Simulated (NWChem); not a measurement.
Two isomers of NbNH₂OCl₂, each optimised at PBE0/def2-SVP with NWChem. Flexible species stand in one conformer each, which need not be the lowest. One or both are not confirmed as a minimum by frequencies. def2 effective core potentials on Nb; no spin-orbit coupling.

A: [Nb]([Cl])([OH])(=[NH])[Cl]
B: [Cl][Nb]([Cl])([NH2])=[O]

Which is lower in energy, by how much, and how do their other properties compare?

B is lower by 14.0 kcal/mol in electronic energy.
```tsv
	A	B
highest occupied level (eV)	-8.38	-8.74
orbital gap (eV)	6.39	6.38
dipole (D)	3.41	3.71
```
